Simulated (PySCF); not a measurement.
**Predicted spectroscopic data**

[PySCF: GFN2-xTB geometry; shieldings: GIAO PBE0/pcSseg-1; one conformer; non-relativistic; equivalent nuclei averaged; in vacuum]

Chemical shifts δ = σref − σ; TMS for ¹H and ¹³C, all at this level. Splittings of carbon signals by F and P are missing where no couplings were computed. Where no couplings were computed, multiplicities follow the n + 1 count of equivalent neighbours, and m marks all less simple cases (inequivalent or close neighbours, rings, F or P nearby). Shifts are as computed. Against solution values, carbons near 30 ppm lie about +3 ppm off and those near 130 ppm about +5 ppm. Of 1309 compounds with measured shifts, 239 miss one by over three times the rms of a fit or turn the order of signals round; such compounds aren't used in these exercises. OH and NH positions are gas-phase values without hydrogen bonding to other molecules.

Compound 1 (C3H11NOSi3). ¹H NMR (600 MHz, computed): δ 8.64 (m, 1H), 8.64 (m, 1H), 3.47 (s, 6H), 2.77 (s, 3H). ¹³C{¹H} NMR (computed): δ 253.3 (C), 172.2 (CH2), 40.4 (CH3). Structure: `InChI=1S/C3H11NOSi3/c1-3(5)8(6,7)4-2/h2H2,1,6-7H3`.

Compound 2 (C3H9FOSi2). ¹H NMR (600 MHz, computed): δ 6.47 (m, 1H), 4.93 (t, 2H), 4.33 (m, 3H), 1.73 (br s, 1H), 1.57 (m, 2H). ¹³C{¹H} NMR (computed): δ 167.0 (C), 130.4 (CH), 20.1 (CH2). Structure: SMILES O[SiH2]C/C=C(/F)[SiH3].
